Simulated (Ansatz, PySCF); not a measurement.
Pulling on the In1–H2 bond in H2IIn (SMILES [InH2][I]) (multiplicity 1 held, fragments rigid). Energies count from the point at 1.714 Å.
Geometry at that point (charge 0, multiplicity 1):
| atom | x (Å) | y (Å) | z (Å) |
|---|---|---|---|
| In | -0.7264 | -1.1355 | 0.1996 |
| H | -0.0696 | -2.1741 | 1.3945 |
| H | -2.1191 | -1.2475 | -0.7931 |
| I | 0.7129 | 1.1144 | -0.1958 |

U- levels take the lowest unrestricted solution at each point, which mixes spins at long bonds. Active spaces are followed from a long bond inwards. Left out are points that failed, MP2 points in a non-variational dive below the minimum, coupled-cluster points behind a sign of a changed root (a jump of the amplitudes, or a one-step jump against full CI or MRCI), small-basis points behind a change of solution, and semi-empirical points at long bonds. Levels need not reach the same state.

Correlated levels freeze the cores. Filled d and f shells under p-block atoms count as core. Rows in LANL2DZ carry no dispersion term and start afresh at each structure. LANL2DZ brings its own core potentials from Na on.

Run with Ansatz (Gaussian orbitals); PySCF for LANL2DZ rows. Each number belongs to the level named beside it. In def2 rows elements past Kr take small-core potentials, without spin–orbit coupling.

Energies in eV.

```tsv
R (Å)	U-HF/def2-TZVPP	R-BP86/LANL2DZ	U-B3LYP/def2-TZVPP	CASSCF(2,2)/def2-TZVPP	FIC-MRCISD+Q on CASSCF(2,2)/def2-TZVPP
1.371	1.30	1.17	1.20	1.40	1.37
1.543	0.26	0.25	0.23	0.31	0.29
1.714	0.00	0.00	0.00	0.00	0.00
1.885	0.16	0.10	0.15	0.09	0.11
2.057	0.53	0.39	0.47	0.37	0.42
2.314	1.24	0.96	1.08	0.91	1.02
2.571	1.76	1.55	1.70	1.45	1.61
2.999	2.13	2.43	2.46	2.14	2.37
3.428	2.25	3.08	2.79	2.53	2.80
3.942	2.29	3.62	2.93	2.72	3.02
4.628	2.30	left out	2.98	2.78	3.09
5.485	2.30	left out	2.99	2.79	3.11
```

Doubts at one or more of the structures used: a spin-contaminated determinant (U-HF/def2-TZVPP, U-B3LYP/def2-TZVPP).

Ansatz is a quantum-chemistry and plane-wave program.
